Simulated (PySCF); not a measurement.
# Dipole response of Ga²⁺ (gallium, charge +2)

[Ar] 3d10 4s1, 2S determinant. All numbers are calculated (PySCF 2.14, a scalar-relativistic core potential, in aug-cc-pV5Z-PP with ECP10MDF). Coupled (time-dependent) response in atomic units; α is the mean over directions.

```json
{"method": "UHF", "mean α (bohr³)": "12.11", "C₆ (like pair)": "37.15", "S(−4)": "137.1"}
{"method": "PBE", "mean α (bohr³)": "9.345", "C₆ (like pair)": "27.84", "S(−4)": "72.21"}
```

S(−4) is the Cauchy moment in α(ω) = α(0) + S(−4) ω² + …

α(iu) at PBE:

| u (hartree) | α(iu) (bohr³) |
| --- | --- |
| 0 | 9.345 |
| 0.0500 | 9.169 |
| 0.100 | 8.683 |
| 0.200 | 7.224 |
| 0.300 | 5.753 |
| 0.500 | 3.737 |
| 0.750 | 2.470 |
| 1.00 | 1.817 |
| 1.50 | 1.171 |
| 2.00 | 0.8473 |
| 3.00 | 0.5176 |
| 5.00 | 0.2527 |

A single London oscillator, α(iu) = α/(1 + u²/ω²), gives C₆ = (3/4) ω α². Matching the computed C₆ needs ω = 4 × 27.84 / (3 × 9.345²) = 0.425 hartree.

For an ion, C₆ is the dispersion term alone; charge-induced terms of lower order in 1/R come first.

Energies and moments cover only the electrons outside the core potential.
